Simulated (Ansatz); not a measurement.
A nudged elastic band was laid between two geometries of Cl3HOSi + H2 (8 atoms, charge 0, multiplicity 1).

These are results of Ansatz, RKS B3LYP-D4/def2-SVP, not measurements.

```yaml
movable_images: 7
climbing_image: yes
spring: 5.0 eV/Å²
optimiser: quadratic models (default)
start_path: through a guess of the saddle point
force_threshold: 0.03 eV/Å
iteration_limit: 60
end_points: relaxed
```

Initial state:

```xyz
8
Properties=species:S:1:pos:R:3
Si -0.300 0.426 -0.262
O 0.030 -0.023 1.283
H -0.713 -0.208 1.873
Cl 1.498 0.725 -1.177
Cl -1.409 2.157 -0.304
Cl -1.358 -1.034 -1.247
H 1.631 -2.739 2.188
H 1.353 -2.073 1.944
```

Final state:

```xyz
8
Properties=species:S:1:pos:R:3
Si 0.625 0.021 -0.347
O -0.253 -1.079 2.280
H -0.841 -0.334 2.468
Cl 1.463 0.736 -2.093
Cl -0.497 1.564 0.452
Cl -0.636 -1.530 -0.882
H 1.708 -0.412 0.542
H -0.839 -1.737 1.880
```

What changes between the two ends?

Bonds broken: Si1–O2, H7–H8. Bonds formed: Si1–H7, O2–H8. Cl3HOSi + H2 becomes Cl3HSi + H2O.

Give the energies along the band, and the barrier.

It converged. The highest image is number 4 of 0 to 8, 221.6 kJ/mol above the first end and 160.0 kJ/mol above the last; the last end lies 61.6 kJ/mol above the first. Neighbouring images differ by up to 1.7 eV, so the band resolves the path poorly. A vibrational analysis at the climbing image gives one clearly imaginary mode, 1398i cm⁻¹: a first-order saddle point. The orbitals stay closed-shell, which can raise the energy where a bond breaks towards radicals; this wasn't checked here.

```csv
image,path coordinate (Å),energy (kJ/mol),Si1–O2 (Å),H7–H8 (Å),Si1–H7 (Å)
0,0.00,0.0,1.64,0.76,4.44
1,0.91,0.4,1.64,0.76,4.00
2,1.83,4.2,1.64,0.76,3.27
3,2.74,53.7,1.66,0.76,2.41
4,3.66,221.6,1.82,1.11,1.69
5,4.89,117.5,2.74,1.79,1.47
6,6.12,77.2,3.42,2.60,1.47
7,7.36,70.1,3.25,3.16,1.46
8,8.60,61.6,2.98,3.17,1.47
```

What is the geometry of the highest image?


```xyz
8
Properties=species:S:1:pos:R:3
Si 0.131 -0.229 0.001
O 0.042 -0.247 1.823
H -0.690 0.060 2.390
Cl 1.853 0.462 -0.916
Cl -1.064 1.514 -0.085
Cl -1.082 -1.520 -1.084
H 0.977 -1.571 0.595
H 0.564 -1.239 1.575
```

The band took 45 iterations and about 19 core-minutes.

Time of the run: 9.6 min on 2 threads of Arm Neoverse V2, on a shared host, peak memory 0.27 GiB.
